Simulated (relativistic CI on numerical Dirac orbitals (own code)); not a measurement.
## Crystal-field levels of Os⁶⁺, 5d2

Calculated by Dirac-Coulomb-Breit CI, separate exchange-only KLI orbitals for each configuration, QED by a radiative potential, valence Slater integrals scaled by 0.9, one configuration in a parametric crystal field (own radial code). With so little scaling, terms lie 10 to 35 % too far apart, which can change the order of excited levels.

Field parameters in Wybourne normalisation: D4h B²₀ = −7Ds, B⁴₀ = 21(Dq − Dt), B⁴₄ = 21√(5/14) Dq. The field is a parameter set, without covalency.

S is read from ⟨S²⟩ = S(S + 1).

Levels (cm⁻¹, degeneracy): 0 (1), 1438 (2), 5790 (1), 6956 (1), 12801 (2), 14977 (1), 15444 (1), 15982 (1), 17809 (1), 23503 (1), 23585 (2), 29597 (1).

(1) Which field gives this pattern?
A. D4h, 10Dq = 21550, Ds = 2470, Dt = -450 cm⁻¹
B. D4h, 10Dq = 34500, Ds = 1570, Dt = 850 cm⁻¹
C. D4h, 10Dq = 21200, Ds = -250, Dt = -700 cm⁻¹

## Answers

(1) A. D4h, 10Dq = 21550, Ds = 2470, Dt = -450 cm⁻¹, ground level with S = 0.97.
